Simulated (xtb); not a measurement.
GaFClBr, SMILES [Br][Ga]([F])[Cl]. All values are semi-empirical tight-binding results from xtb (GFN2-xTB unless named), good for trends rather than for accurate numbers. Coordinates come from a GFN2-xTB optimisation.

For metal compounds this method's bond lengths and energies can be far off.

Computed properties:
```json
{
  "point_group_as_xtb_finds_it": "Cs",
  "orbital_gap": "3.71 eV",
  "zero_point_energy": "2.1 kcal/mol",
  "G − E(el) at 298.15 K (modified RRHO)": "-18.5 kcal/mol"
}
```
